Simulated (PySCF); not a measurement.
PySCF job for CBr₂F₂, SMILES FC(F)(Br)Br, TDA-PBE/def2-SVPD. Geometry: PBE-D3(BJ)/def2-SVP.

```python
import numpy as np
from pyscf import gto, scf, dft, tdscf

mol = gto.M(
    atom='''
    F     0.00000000    1.08443466   -1.45358904
    C     0.00000000   -0.00000000   -0.67616305
    F     0.00000000   -1.08443467   -1.45358903
    Br   -1.61921164    0.00000000    0.43173687
    Br    1.61921164    0.00000000    0.43173687
    ''',
    basis='def2-SVPD',
    charge=0,
    spin=0,
    symmetry=True,
    max_memory=1600,
    verbose=4,
)
mf = dft.RKS(mol, xc='pbe').density_fit(auxbasis='def2-universal-jkfit')
mf.grids.level = 3
mf.conv_tol = 1e-9
mf.max_cycle = 100
mf.kernel()
mf.grids = dft.Grids(mol).set(level=1).build(with_non0tab=True)  # coarser grid for the response kernel
td = tdscf.TDA(mf)
td.singlet = True
td.nstates = 10
td.conv_tol = 1e-4
td.positive_eig_threshold = 1e-6
td.kernel(x0=td.get_init_guess(mf, 15))
td.analyze()
tt = tdscf.TDA(mf)
tt.singlet = False
tt.nstates = 4
tt.conv_tol = 1e-4
tt.positive_eig_threshold = 1e-6
tt.kernel(x0=tt.get_init_guess(mf, 9))
tt.analyze(verbose=3)
```

Log of the run:

```
PySCF version 2.14.0

[INPUT] verbose = 4
[INPUT] num. atoms = 5
[INPUT] num. electrons = 94
[INPUT] charge = 0
[INPUT] spin (= nelec alpha-beta = 2S) = 0
[INPUT] symmetry True subgroup None
[INPUT] Mole.unit = angstrom
[INPUT] Symbol           X                Y                Z      unit          X                Y                Z       unit  Magmom
[INPUT]  1 F      0.000000000000   1.084434660000  -1.453589040000 AA    0.000000000000   2.049284507386  -2.746885183269 Bohr   0.0
[INPUT]  2 C      0.000000000000   0.000000000000  -0.676163050000 AA    0.000000000000   0.000000000000  -1.277762980051 Bohr   0.0
[INPUT]  3 F      0.000000000000  -1.084434670000  -1.453589030000 AA    0.000000000000  -2.049284526283  -2.746885164372 Bohr   0.0
[INPUT]  4 Br    -1.619211640000   0.000000000000   0.431736870000 AA   -3.059866537308   0.000000000000   0.815864442177 Bohr   0.0
[INPUT]  5 Br     1.619211640000   0.000000000000   0.431736870000 AA    3.059866537308   0.000000000000   0.815864442177 Bohr   0.0

nuclear repulsion = 621.949732256561
point group symmetry = C2v
symmetry origin: [ 0.00000000e+00 -1.80931223e-09 -6.03104139e-10]
symmetry axis x: [1. 0. 0.]
symmetry axis y: [ 0.00000000e+00  1.00000000e+00 -1.01740394e-09]
symmetry axis z: [0.00000000e+00 1.01740394e-09 1.00000000e+00]
num. orbitals of irrep A1 = 54
num. orbitals of irrep A2 = 22
num. orbitals of irrep B1 = 39
num. orbitals of irrep B2 = 33
number of shells = 56
number of NR pGTOs = 262
number of NR cGTOs = 148
basis = def2-SVPD
ecp = {}


[settings echo left out]
init E= -5382.7321061694
HOMO (B1) = -0.283528256466174  LUMO (A1) = -0.0836781563233182  gap/eV = 5.43820
cycle= 1 E= -5384.2028456065  delta_E= -1.47  |g|= 0.757  |ddm|= 2.96
HOMO (B1) = -0.27830697322656  LUMO (A1) = -0.176412568865317  gap/eV = 2.77269
cycle= 2 E= -5383.71732402185  delta_E= 0.486  |g|= 1.77  |ddm|= 1.93
HOMO (B1) = -0.268186771260359  LUMO (A1) = -0.107352127965422  gap/eV = 4.37653
cycle= 3 E= -5384.30788910158  delta_E= -0.591  |g|= 0.138  |ddm|= 1.44
HOMO (B1) = -0.268378216132349  LUMO (A1) = -0.113615823218445  gap/eV = 4.21130
cycle= 4 E= -5384.30904065988  delta_E= -0.00115  |g|= 0.0871  |ddm|= 0.205
HOMO (B1) = -0.270917740438357  LUMO (A1) = -0.111539393450577  gap/eV = 4.33691
cycle= 5 E= -5384.31088714278  delta_E= -0.00185  |g|= 0.026  |ddm|= 0.118
HOMO (B1) = -0.270312148084274  LUMO (A1) = -0.111536951863675  gap/eV = 4.32049
cycle= 6 E= -5384.31101567206  delta_E= -0.000129  |g|= 0.0025  |ddm|= 0.0242
HOMO (B1) = -0.270249104559864  LUMO (A1) = -0.111475065964678  gap/eV = 4.32046
cycle= 7 E= -5384.31101751196  delta_E= -1.84e-06  |g|= 0.000588  |ddm|= 0.00425
HOMO (B1) = -0.270201024233744  LUMO (A1) = -0.111431695953883  gap/eV = 4.32033
cycle= 8 E= -5384.31101760617  delta_E= -9.42e-08  |g|= 0.000106  |ddm|= 0.000871
HOMO (B1) = -0.270219616849328  LUMO (A1) = -0.111449941556562  gap/eV = 4.32034
cycle= 9 E= -5384.31101760932  delta_E= -3.15e-09  |g|= 1.54e-05  |ddm|= 0.000191
HOMO (B1) = -0.270216695283656  LUMO (A1) = -0.11144734334632  gap/eV = 4.32033
cycle= 10 E= -5384.31101760938  delta_E= -5.64e-11  |g|= 5.95e-06  |ddm|= 3.23e-05
HOMO (B1) = -0.270217679390117  LUMO (A1) = -0.111447829476706  gap/eV = 4.32035
Extra cycle  E= -5384.31101760938  delta_E=    0  |g|= 7.26e-06  |ddm|= 1.55e-05
converged SCF energy = -5384.31101760938
tot grids = 30448
Overwritten attributes  positive_eig_threshold  of <class 'pyscf.tdscf.rks.TDA'>


******** <class 'pyscf.tdscf.rks.TDA'> for <class 'pyscf.df.df_jk.DFSymAdaptedRKS'> ********
nstates = 10 singlet
deg_eia_thresh = 1.000e-03
wfnsym = None
conv_tol = 0.0001
eigh lindep = 1e-12
eigh level_shift = 0
eigh max_cycle = 100


Excitation energies (eV)
[4.64826649 4.81338185 5.2033411  5.48514975 5.94238591 6.16077868
 6.51099347 6.71087812 7.19369691 7.42027009]

** Singlet excitation energies and oscillator strengths **
Excited State   1:   B1      4.64827 eV    266.73 nm  f=0.0214
      47 -> 48       -0.69941
Excited State   2:   A2      4.81338 eV    257.58 nm  f=0.0000
      46 -> 48       -0.70090
Excited State   3:   B2      5.20334 eV    238.28 nm  f=0.0000
      45 -> 48        0.68572
      46 -> 49        0.16889
Excited State   4:   A1      5.48515 eV    226.04 nm  f=0.0004
      44 -> 48        0.59786
      47 -> 49        0.37619
Excited State   5:   A1      5.94239 eV    208.64 nm  f=0.0002
      44 -> 48       -0.37187
      47 -> 49        0.59638
Excited State   6:   B2      6.16078 eV    201.25 nm  f=0.0003
      45 -> 48       -0.16499
      46 -> 49        0.68409
Excited State   7:   A2      6.51099 eV    190.42 nm  f=0.0000
      45 -> 49       -0.69943
Excited State   8:   B1      6.71088 eV    184.75 nm  f=0.0123
      43 -> 48       -0.34610
      44 -> 49       -0.60988
Excited State   9:   B1      7.19370 eV    172.35 nm  f=0.2339
      43 -> 48       -0.55064
      44 -> 49        0.33608
      46 -> 52       -0.19188
      47 -> 53       -0.10751
Excited State  10:   B1      7.42027 eV    167.09 nm  f=0.0422
      47 -> 50       -0.70655

** Transition electric dipole moments (AU) **
state          X           Y           Z        Dip. S.      Osc.
  1        -0.4332      0.0000      0.0000      0.1877      0.0214
  2        -0.0000      0.0000     -0.0000      0.0000      0.0000
  3        -0.0000     -0.0000     -0.0000      0.0000      0.0000
  4         0.0000      0.0000     -0.0526      0.0028      0.0004
  5         0.0000     -0.0000     -0.0365      0.0013      0.0002
  6         0.0000     -0.0415      0.0000      0.0017      0.0003
  7         0.0000      0.0000     -0.0000      0.0000      0.0000
  8         0.2736      0.0000     -0.0000      0.0749      0.0123
  9         1.1519     -0.0000     -0.0000      1.3269      0.2339
 10        -0.4815      0.0000     -0.0000      0.2319      0.0422

** Transition velocity dipole moments (imaginary part, AU) **
state          X           Y           Z        Dip. S.      Osc.
  1        -0.0487     -0.0000      0.0000      0.0024      0.0093
  2        -0.0000      0.0000      0.0000      0.0000      0.0000
  3         0.0000      0.0427     -0.0000      0.0018      0.0063
  4         0.0000      0.0000      0.0277      0.0008      0.0025
  5         0.0000      0.0000     -0.0850      0.0072      0.0220
  6        -0.0000     -0.0858      0.0000      0.0074      0.0217
  7         0.0000     -0.0000      0.0000      0.0000      0.0000
  8         0.0518     -0.0000     -0.0000      0.0027      0.0073
  9         0.1248     -0.0000     -0.0000      0.0156      0.0393
 10        -0.1072      0.0000      0.0000      0.0115      0.0281

** Transition magnetic dipole moments (imaginary part, AU) **
state          X           Y           Z
  1         0.0000     -0.9971      0.0000
  2        -0.0000      0.0000      0.6162
  3        -0.1687     -0.0000      0.0000
  4        -0.0000     -0.0000      0.0000
  5        -0.0000      0.0000     -0.0000
  6         0.5034      0.0000     -0.0000
  7         0.0000      0.0000     -0.3314
  8         0.0000     -0.0999      0.0000
  9        -0.0000     -0.0581     -0.0000
 10         0.0000      1.1552      0.0000


******** <class 'pyscf.tdscf.rks.TDA'> for <class 'pyscf.df.df_jk.DFSymAdaptedRKS'> ********
nstates = 4 triplet
deg_eia_thresh = 1.000e-03
wfnsym = None
conv_tol = 0.0001
eigh lindep = 1e-12
eigh level_shift = 0
eigh max_cycle = 100


Excitation energies (eV)
[4.06999762 4.36846336 4.76296983 5.03677338]

** Triplet excitation energies and oscillator strengths **
Excited State   1:   B1      4.07000 eV    304.63 nm  f=0.0000
Excited State   2:   A2      4.36846 eV    283.82 nm  f=0.0000
Excited State   3:   B2      4.76297 eV    260.31 nm  f=0.0000
Excited State   4:   A1      5.03677 eV    246.16 nm  f=0.0000
```

Self-consistency was reached.

Cost: around 40 core-seconds (rough).
